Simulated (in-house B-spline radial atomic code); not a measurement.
A radial electron density 4πr²n(r) was computed for an atom or ion in its tabulated ground configuration with an all-electron radial atomic-structure program (B-spline basis); method: non-relativistic Hartree-Fock, average of configuration. Columns: r (bohr), 4πr²n(r) (electrons per bohr), bar.

```
 0.00588    0.243 #
 0.00686   0.3243 #
   0.008   0.4311 ##
 0.00933    0.571 ##
  0.0109   0.7552 ###
  0.0127   0.9891 ####
  0.0148    1.288 #####
  0.0173    1.675 #######
  0.0202    2.155 #########
  0.0235    2.731 ###########
  0.0274    3.435 ##############
   0.032    4.276 #################
  0.0373     5.23 #####################
  0.0435    6.291 #########################
  0.0508    7.425 ##############################
  0.0593    8.555 ##################################
  0.0691    9.577 #######################################
  0.0806     10.4 ##########################################
  0.0941    10.89 ############################################
    0.11    10.93 ############################################
   0.128    10.48 ##########################################
   0.149    9.558 ######################################
   0.174    8.261 #################################
   0.203    6.843 ############################
   0.237     5.58 ######################
   0.277    4.748 ###################
   0.323    4.514 ##################
   0.376    4.827 ###################
   0.439    5.483 ######################
   0.512    6.126 #########################
   0.597    6.414 ##########################
   0.697    6.125 #########################
   0.813    5.252 #####################
   0.948    3.995 ################
    1.11    2.624 ###########
    1.29    1.516 ######
    1.51   0.7156 ###
    1.76   0.2829 #
    2.05  0.08987 
    2.39  0.02191 
    2.79   0.0039
```

Question: Which atom or ion is it?
A. Ne3+
B. Ne2+
C. O3+
D. F3+

Answer: A. The area under the curve, ∫4πr²n dr = ∫r·4πr²n d(ln r) on this logarithmic grid, is 7 electrons, which only this option has. The configuration is [He] 2s2 2p3.
